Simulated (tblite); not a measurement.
Compound: C5H12P2.
Z-matrix (Å and degrees, GFN2-xTB geometry), rows numbered from 1:
```
C 
C   1  1.5076
C   2  1.4962  1  119.08
P   3  1.8481  2   66.53  1  -110.75
P   4  2.1914  2   96.14  3    93.27
C   5  1.8546  4   97.70  2   105.72
C   5  1.8545  4   97.74  2  -154.87
H   1  1.0902  2  109.97  3   -79.29
H   1  1.0882  2  110.56  3    40.56
H   1  1.0883  2  110.90  3   160.91
H   2  1.0875  1  113.89  3   142.37
H   3  1.0829  2  118.43  4  -109.98
H   3  1.0829  2  116.92  4   107.68
H   6  1.0890  5  108.88  4   168.46
H   6  1.0891  5  111.31  4    47.55
H   6  1.0887  5  108.99  4   -73.20
H   7  1.0887  5  108.88  4  -169.68
H   7  1.0886  5  108.96  4    71.87
H   7  1.0891  5  111.27  4   -48.81
```

Method: GFN2-xTB as coded in tblite; computed harmonic values from a numerical Hessian at the method's own geometry, unscaled. The method is semi-empirical: single wavenumbers can be off by several per cent or more. One conformer, not necessarily the lowest.

Harmonic wavenumbers (cm⁻¹): 28.0, 97.2, 136.3, 151.3, 178.0, 187.2, 208.4, 219.0, 264.1, 289.4, 398.8, 491.2, 657.5, 683.8, 704.7, 736.9, 819.4, 824.2, 855.2, 880.9, 899.4, 937.6, 950.6, 981.9, 994.1, 1073.9, 1151.3, 1172.3, 1315.0, 1316.7, 1317.1, 1405.9, 1410.4, 1439.6, 1449.4, 1449.8, 1458.1, 1487.6, 1492.8, 2983.2, 2988.6, 2991.8, 2997.0, 3001.5, 3006.7, 3011.4, 3013.0, 3024.6, 3029.5, 3032.0, 3050.8.

A = 3462, B = 1080, C = 955.5 MHz; mass 134.041 u (most abundant isotopes); point group C1, symmetry number 1.

**Question.** Zero-point energy?

**Answer.** Half the sum of the wavenumbers: 34323 cm⁻¹ = 410.59 kJ/mol.

**Question.** What is S at 350 K and 1 bar for an ideal gas of classical rigid rotors and harmonic oscillators?

**Answer.** Translation 173.28, rotation 122.87, vibration 153.23: S = 449.4 J/(mol K).

**Question.** And Cp and H(350 K) − H(0)?

**Answer.** Cp = 183.81 J/(mol K), of which vibrations give 150.55 (their classical limit is 51 R = 424.0); H(350 K) − H(0) = 39.20 kJ/mol without the zero-point energy, 27.55 from vibrations.

**Question.** How do the functions run with temperature in this model?

**Answer.** 
```
T (K)  S (J/(mol K))  Cp (J/(mol K))  H − H(0) (kJ/mol)  G − H(0) (kJ/mol)  ln q(vib)
  100          293.6            84.5               5.62             -23.74       1.95
  200          364.9           124.1              16.12             -56.85       4.81
  300          422.6           163.9              30.50             -96.28       7.60
  500          524.1           236.0              70.85            -191.20      12.95
  800          651.7           306.7             153.14            -368.23      20.43
 1000          723.7           338.5             217.81            -505.92      25.03
```

q(vib) and H(0) count from the zero-point level.

**Question.** Blend soft modes into free rotors: weight 1/[1 + (100 cm⁻¹/ν̃)⁴] for the oscillator and the rest for a rotor with moment μB/(μ + B), μ = h/(8π²ν), B = 10⁻⁴⁴ kg m². What vibrational entropy results?

**Answer.** 142.38 J/(mol K) in place of 153.23, which changes −T·S at 350 K by +3.80 kJ/mol.

Hindered rotation and anharmonicity are outside this model. Other conformers, if any are populated, would add a mixing term that is left out. The structure is chiral; the term R ln 2 for an equal mix with its mirror image is left out.
